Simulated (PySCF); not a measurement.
Species: C2H9GeNOSi.
SMILES with atom numbers: `[CH3:1][C:2](=[O:3])[SiH2:4][NH:5][GeH3:6]` (hydrogens: H7, H8, H9 on C1; H10, H11 on Si4; H12 on N5; H13, H14, H15 on Ge6)

Cartesian coordinates in Å at the PBE0-D3(BJ)/def2-SVP level; atoms count from 1:
```
atom  x, y, z in Å
C1    -2.520   -0.615    0.369
C2    -2.239   -0.055   -0.999
O3    -3.101    0.451   -1.686
Si4   -0.453   -0.077   -1.750
N5     0.737   -0.924   -0.812
Ge6    1.985   -0.218    0.342
H7    -1.893   -0.103    1.118
H8    -3.583   -0.498    0.622
H9    -2.232   -1.678    0.406
H10   -0.591   -0.684   -3.108
H11   -0.045    1.356   -1.858
H12    0.817   -1.925   -0.964
H13    1.464    1.168    0.758
H14    2.105   -1.145    1.566
H15    3.368   -0.080   -0.326
```

Level of theory: TDDFT PBE0/def2-SVPD, vertical, gas phase, core orbitals frozen in the response in PySCF. The PBE0/def2-SVPD calculation is non-relativistic and has no spin–orbit coupling, an omission that weighs most on germanium.

| state | λ (nm) | E (eV) | f | \|μ\| (D) | main configurations (H = HOMO, L = LUMO) |
| --- | --- | --- | --- | --- | --- |
| S1 | 363.5 | 3.41 | 0.0009 | 0.27 | H→L (94%) |
| S2 | 236.5 | 5.24 | 0.0072 | 0.60 | H→L+1 (95%) |
| S3 | 222.4 | 5.58 | 0.0016 | 0.27 | H-1→L (91%) |
| S4 | 207.2 | 5.98 | 0.031 | 1.17 | H→L+2 (91%) |
| S5 | 195.0 | 6.36 | 0.012 | 0.71 | H→L+3 (27%), H→L+4 (27%), H-1→L+1 (21%) |
| S6 | 192.0 | 6.46 | 0.0073 | 0.55 | H-1→L+1 (65%), H→L+4 (22%) |
| S7 | 188.8 | 6.57 | 0.062 | 1.57 | H→L+3 (63%), H→L+4 (26%) |
| S8 | 187.5 | 6.61 | 0.0046 | 0.43 | H→L+5 (75%), H→L+4 (14%) |
| S9 | 175.7 | 7.05 | 0.0066 | 0.50 | H→L+6 (66%) |
| S10 | 174.1 | 7.12 | 0.0020 | 0.27 | H→L+7 (37%), H→L+8 (35%), H→L+9 (10%) |

Triplets, Tamm–Dancoff:

| state | E (eV) | λ (nm) | main configurations (H = HOMO, L = LUMO) |
| --- | --- | --- | --- |
| T1 | 2.73 | 454.7 | H→L (92%) |
| T2 | 5.01 | 247.4 | H→L+1 (87%) |
| T3 | 5.43 | 228.5 | H-1→L (82%) |
| T4 | 5.58 | 222.1 | H-2→L (33%), H-6→L (28%), H-5→L (18%) |

The lowest singlet comes at 363 nm (329 kJ/mol) in the ultraviolet; it is very weak; its leading configuration is HOMO→LUMO (94%). The most intense listed level is S7 at 6.57 eV (189 nm, f = 0.062), 3.16 eV above S1. Löwdin shares by element: HOMO oxygen 40%, carbon 16% or more, nitrogen 14%, silicon 11% (atoms not listed hold the other 18%); LUMO carbon 45%, oxygen 30%, silicon 12%. The listed states span 3.71 eV, and the widest gap between neighbours is 1.83 eV (S1 to S2). Of the 10 states listed, 3 reach f = 0.01 and none stays under 0.0005. The oscillator strengths of these states sum to 0.135; summed over the whole spectrum of an exact calculation they would give the number of electrons, 82 (Thomas–Reiche–Kuhn). No computed singlet lies in the visible range (380 to 750 nm); the lowest, at 363 nm, stands 0.15 eV above its violet end (3.26 eV); a Tamm–Dancoff triplet lies at 455 nm, without intensity as long as spin–orbit coupling is left out. The vertical ionisation energy (ΔSCF) is 8.40 eV, 1.28 eV above S10. The window holds the lowest 10 singlets.

One conformer stands for the species.
